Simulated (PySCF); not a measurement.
(3E)-2-fluoropenta-1,3-diene (C₅H₇F), SMILES C=C(F)/C=C/C. Atoms are numbered in the order given.

```xyz
13

C     -0.8433     2.2368     0.0000
C     -0.0712     1.1290     0.0000
F      1.2769     1.2655     0.0000
C     -0.5372    -0.2506     0.0000
C      0.2811    -1.3294     0.0000
C     -0.1729    -2.7529     0.0000
H     -1.9367     2.1412     0.0000
H     -0.3900     3.2371     0.0000
H     -1.6324    -0.3816     0.0000
H      1.3697    -1.1463     0.0000
H      0.2177    -3.2982    -0.8869
H     -1.2775    -2.8399     0.0000
H      0.2177    -3.2982     0.8869
```
Charge 0, spin multiplicity 1.

Geometry: PBE-D3(BJ)/def2-SVP. The values are those of a single conformer.

Computed with PBE-D3(BJ)/def2-SVP in PySCF.

Harmonic, unscaled wavenumbers; measured fundamentals usually lie a few per cent lower.

Computed harmonic wavenumbers and intensities:
```csv
mode,ν (cm⁻¹),IR (km/mol),moving atoms (share of kinetic energy)
1,130,1.2,"H 60 %, C 36 %"
2,176,0.1,"C 50 %, F 27 %, H 23 %"
3,187,0.5,"C 54 %, H 39 %"
4,216,0.7,"H 64 %, C 35 %"
5,367,2.7,"C 52 %, F 27 %, H 21 %"
6,416,0.8,"C 48 %, H 36 %, F 16 %"
7,574,0.0,"C 56 %, H 42 %"
8,593,3.8,"C 69 %, H 17 %, F 14 %"
9,697,0.0,"H 82 %, C 13 %"
10,793,41.6,"H 73 %, C 27 %"
11,816,11.5,"H 51 %, C 48 %"
12,854,17.2,"H 44 %, C 42 %, F 13 %"
13,918,22.1,"H 42 %, F 30 %, C 28 %"
14,954,18.3,"H 59 %, C 39 %"
15,958,29.7,H 93 %
16,1008,0.0,"H 60 %, C 40 %"
17,1100,1.7,"C 63 %, H 37 %"
18,1227,1.6,"H 77 %, C 22 %"
19,1266,0.2,"H 77 %, C 23 %"
20,1319,70.9,"C 68 %, H 24 %"
21,1340,7.6,"H 73 %, C 26 %"
22,1348,12.0,"H 71 %, C 29 %"
23,1396,8.0,H 96 %
24,1407,9.4,H 93 %
25,1641,38.5,"C 91 %, H 8 %"
26,1692,51.2,C 92 %
27,2954,23.7,H 97 %
28,3019,9.0,"H 91 %, C 9 %"
29,3064,8.7,"H 91 %, C 9 %"
30,3095,0.9,"H 91 %, C 9 %"
31,3101,11.5,H 92 %
32,3113,2.0,H 95 %
33,3222,0.5,"H 89 %, C 11 %"
```
